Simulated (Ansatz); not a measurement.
`[F][Al]1[CH2][O]1` + `BN` → `N[BH][Al]1[CH2][O]1` + H–F  (formal exchange of groups at the Al–F bond)

Computed with Ansatz on PBE0-D4/def2-TZVP structures; ΔE is electronic, products minus reactants. CBS: MP2 limit from def2 TZ/QZ plus the TZ coupled-cluster correction, frozen cores. This one scheme is used for every species. DFT in def2-TZVPP. One conformer a species, not always the lowest.

`[F][Al]1[CH2][O]1`:

Cartesian coordinates in Å:
```
F -2.474 0.830 -0.648
Al -0.979 0.340 -0.207
C 0.764 -0.313 -0.052
O 0.032 0.243 1.143
H 1.651 0.268 -0.301
H 1.006 -1.369 0.065
```

`BN`:

```xyz
6

B     0.665   -0.124   -0.091
N    -0.684    0.128    0.094
H     1.152    0.082   -1.165
H     1.309   -0.542    0.827
H    -1.158   -0.023    0.968
H    -1.284    0.479   -0.633
```

`N[BH][Al]1[CH2][O]1`:

```xyz
10

N     2.353    0.559   -0.255
B     1.149    0.460   -0.933
Al   -0.663   -0.147   -0.018
C    -2.369   -0.443    0.752
O    -1.434   -1.568    0.571
H     3.203    0.857   -0.708
H     2.487    0.333    0.716
H     1.155    0.758   -2.095
H    -2.597   -0.249    1.801
H    -3.284   -0.559    0.168
```

H–F:

Cartesian coordinates in Å:
```
F 0.069 0.452 -0.046
H -0.069 -0.452 0.046
```

```csv
level,ΔE (eV)
revPBE,1.67
MP2/def2-TZVPP,1.94
CCSD/def2-TZVPP,1.90
MP2/CBS(def2),1.94
```

Q: What does CCSD(T)/CBS give? (An estimate is asked.)

A: Computed: +1.85 eV. The listed levels differ from it by -0.18, 0.09, 0.05, 0.09 eV.

Q: What do rigid-rotor, harmonic-oscillator terms from PBE0-D4/def2-TZVP frequencies (298.15 K, 1 bar) make of the CCSD(T)/CBS value? (An estimate is asked.)

A: The calculation gave: ΔZPE = -0.02 eV, ΔH = +1.87 eV, ΔS = 7 J/(mol·K), ΔG = +1.85 eV. Modes under 50 cm⁻¹ make the entropy rough.

Largest T1 diagnostic among the species: 0.017.

In def2-TZVPP, CCSD(T) changes the Hartree–Fock value by −0.25 eV (the triples alone add −0.05 eV) and MP2 by −0.17 eV. Leaving LDA and LC-ωPBE aside and taking each functional with its dispersion term where it has one, the values, not all of them listed here, spread over 0.33 eV, from PBE-D4 to BHLYP-D4. LDA lies −0.06 eV from PBE without D4. The D4 term adds −0.04 eV with B3LYP and −0.03 eV with PBE0; it sums over pairs of atoms, weighted by their polarisabilities, and B3LYP, whose exchange is more repulsive, gets the larger term.

B3LYP here is the variant with VWN-RPA as its local correlation; programs differ in this.
